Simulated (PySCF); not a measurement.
## Excitation energy of Ru by level of theory

Ru [Kr] 4d7 5s1 (5F) → Ru [Kr] 4d6 5s2 (5D), as a difference of total energies. All numbers are calculated (PySCF 2.14, scalar relativity through the core potential, in aug-cc-pwCVDZ-PP with ECP28MDF). Correlated levels: valence: 4s2 4p6 frozen; valence and next inner shell: nothing frozen outside the core potential. The calculations carry no spin-orbit coupling.

| method | excitation energy (cm⁻¹) |
| --- | --- |
| UHF | 5325.7 |
| LDA | 7933.8 |
| PBE | 9556.0 |
| PBE0 | 9225.3 |
| r2SCAN | 8603.6 |
| CAM-B3LYP | 7631.5 |
| wB97M-V | 6185.1 |
| M06-2X | 6937.6 |
| r2SCAN0 | 8169.2 |
| SCS-MP2 (valence) | 7118.1 |
| SCS-MP2 (valence and next inner shell) | 4142.2 |

Question: Estimate what MP2 (valence) gives.

Answer: 6989.8 cm⁻¹, closest to M06-2X among the rows shown.

Question: Estimate what MP2 (valence and next inner shell) gives.

Answer: 4635.0 cm⁻¹, closest to SCS-MP2 (valence and next inner shell) among the rows shown.

Errors of the correlated levels include the incompleteness of this basis and the frozen core.

For comparison: 6996.8 cm⁻¹ (measured; NIST levels, between the centres of gravity of the two terms).
